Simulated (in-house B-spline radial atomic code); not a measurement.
What moves the levels of Dy ([Xe] 4f10 6s2)? Level of theory: Dirac-Hartree-Fock, average of configuration, Fermi nucleus of rms radius 5.2218 fm; calculated with a B-spline radial code for spherical atoms.

Baseline run (computed): total energy -12161.5058 hartree, 1s1/2 at -1988.47 hartree, 6s1/2 at -5.1073 eV with <r> = 4.427 bohr.

Scaling the speed of light c (a factor of 100 is close to the non-relativistic limit):

| c/c0 | ΔE (hartree) | 6s1/2 level (eV) | 6s1/2 <r> (bohr) |
| --- | --- | --- | --- |
| 0.95 | -64.504 | -5.15034 | 4.393 |
| 0.98 | -24.394 | -5.12343 | 4.414 |
| 1.02 | 22.726 | -5.0924 | 4.439 |
| 3 | 468.52 | -4.82545 | 4.672 |
| 100 | 520.5 | -4.79685 | 4.698 |

Changing the nucleus:

| nucleus | ΔE (eV) |
| --- | --- |
| Gaussian nucleus of rms radius 5.2218 fm | -0.17 |
| uniform spherical nucleus of rms radius 5.2218 fm | 0.0456 |
| Gaussian nucleus of rms radius 0.01 fm | -29.5 |
| Fermi nucleus of rms radius 5.1174 fm | -1.02 |
| Fermi nucleus of rms radius 5.3262 fm | 1.03 |

A larger nucleus binds the electrons less, roughly as the density at the nucleus times the change of the nuclear <r²>. At equal rms radius the shape enters only through higher moments. A radius of 0.01 fm is nearly a point.

Task: The nuclear charge is raised by 0.1. What does the Hellmann-Feynman theorem predict for the energy, and what is found?

Result: dE/dZ ≈ -Σ<1/r>, which is -454.498 at the start and -455.533 at the end; their mean times 0.1 is -45.502 hartree, and the two runs differ by -45.5 hartree.
